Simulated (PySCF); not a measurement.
NICS in isomers of C3H7N3Si.

Probes without a nucleus sit at each ring's centroid and 1 Å off its mean plane on both sides; NICS is minus the shielding there, NICSzz its component along the normal. Level: GIAO PBE0/pcSseg-1 (PySCF, non-relativistic, gas phase) on the GFN2-xTB geometries, one conformer each. Atom numbers follow the mapped SMILES.

Question: Order these rings by mean NICS(1)zz, lowest (most negative) first (ppm).
A. ring N2–N3–C4–C5–N7 in `[CH3:1][n:2]1[n:3][cH:4][c:5]([SiH3:6])[n:7]1`
B. ring Si3–C5–N6–C7 in `[N:1]#[C:2][Si:3]1([NH2:4])[CH2:5][NH:6][CH2:7]1`
C. ring C2–N3–N4–N5–C6 in `[CH3:1][c:2]1[nH:3][n:4][n:5][c:6]1[SiH3:7]`

Answer: A (-34.4), C (-32.7), B (3.3).

```csv
SMILES,ring,NICS(0),NICS(1),NICS(1)zz,HOMA,rms pucker (Å),ring atoms with four or more neighbours
Cn1ncc([SiH3])n1,5-membered ring with 3 N; formal bonds all aromatic,-13.3,-13.7,-34.4,0.98,0.00,0
Cc1[nH]nnc1[SiH3],5-membered ring with 3 N; formal bonds all aromatic,-12.2,-13.0,-32.7,0.92,0.00,0
N#C[Si]1(N)CNC1,4-membered ring with N and Si; formal bonds all single,-0.7,-0.3,3.3,–,0.11,3
```

NICS(0) gives the same order. The isotropic NICS(1) gives the same order. HOMA uses Krygowski's 1993 parameters; it is left out where a ring has a four-coordinate atom, a triple bond, no multiple bond or a kind of bond without parameters. NICS(1) and NICS(1)zz are means over the two faces.
